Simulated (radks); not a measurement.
Results of a calculation; reference values are marked as such.
Problem. The lead ion Pb3+, [Xe] 4f14 5d10 6s1. Level of theory: non-relativistic Kohn-Sham, PBE, spin-polarised, spherical densities, point nucleus (a radial shooting solver on a logarithmic mesh with Libxc functionals). Every spin shell is full or empty, so the densities are truly spherical. Functionals are evaluated on that one density, not self-consistently. Rank these orbital-free kinetic functionals by their error against the exact value of the orbitals, and give that value: Thomas-Fermi, von Weizsacker, TF + vW, TF + vW/9, TF + vW/5, LC94, APBEK, revAPBEK, Perdew 92, Thakkar, Pearson, LKT, PG1, DePristo-Kress, Ernzerhof.

Solution. Exact: 19521.5 hartree. From best to worst, with 100 (|E| - |E exact|)/|E exact| (equal figures are ties): LC94 +0.03, APBEK +0.05, revAPBEK +0.19, DePristo-Kress -0.19, Ernzerhof -0.47, Perdew 92 -0.67, TF + vW/9 -0.67, Thakkar -0.78, Pearson -0.83, TF + vW/5 +2.45, Thomas-Fermi -4.58, PG1 +12.29, LKT +15.77, TF + vW +30.54, von Weizsacker -64.89.
